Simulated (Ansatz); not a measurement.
One change: `CC[N](C)[Hf]([OH])([OH])[OH]` becomes `CC[N](C)[Hf]([OH])([OH])[F]`.

Ansatz, PBE0-D4/def2-TZVP geometries, multiplicity 1. Each molecule was computed in one conformer, which needn't be the lowest.

Elements past krypton have def2 core potentials.

| property | `CC[N](C)[Hf]([OH])([OH])[OH]` |
| --- | --- |
| HOMO–LUMO gap (B3LYP/def2-TZVPP) / eV | 5.61 |
| size of the dipole moment (B3LYP/def2-TZVPP) / D | 0.62 |
| HOMO energy (ωB97M-V/def2-TZVPP) / eV | -8.30 |
| size of the dipole moment (PBE/def2-TZVPP) / D | 0.60 |
| size of the dipole moment (ωB97M-V/def2-TZVPP) / D | 0.69 |
| HOMO–LUMO gap (PBE0/def2-TZVPP) / eV | 6.12 |

What does the change do to each property? (Estimate.)

The calculation gave: 
```
                                          property  `CC[N](C)[Hf]([OH])([OH])[F]`  shift
             HOMO–LUMO gap (B3LYP/def2-TZVPP) / eV                           5.83   0.22
  size of the dipole moment (B3LYP/def2-TZVPP) / D                           2.64   2.02
             HOMO energy (ωB97M-V/def2-TZVPP) / eV                          -8.63  -0.33
    size of the dipole moment (PBE/def2-TZVPP) / D                           2.57   1.97
size of the dipole moment (ωB97M-V/def2-TZVPP) / D                           2.59   1.90
              HOMO–LUMO gap (PBE0/def2-TZVPP) / eV                           6.34   0.22
```

With PBE0 the HOMO falls by 0.34 eV and the LUMO falls by 0.12 eV, so the gap widens by about 0.22 eV. PBE moves the HOMO by -0.33 eV and ωB97M-V by -0.33 eV. Dipoles are sizes alone; their direction can turn.

B3LYP here is the variant with VWN-RPA as its local correlation; programs differ in this.

Positive LUMOs are unbound, so they and the gaps depend on the basis.
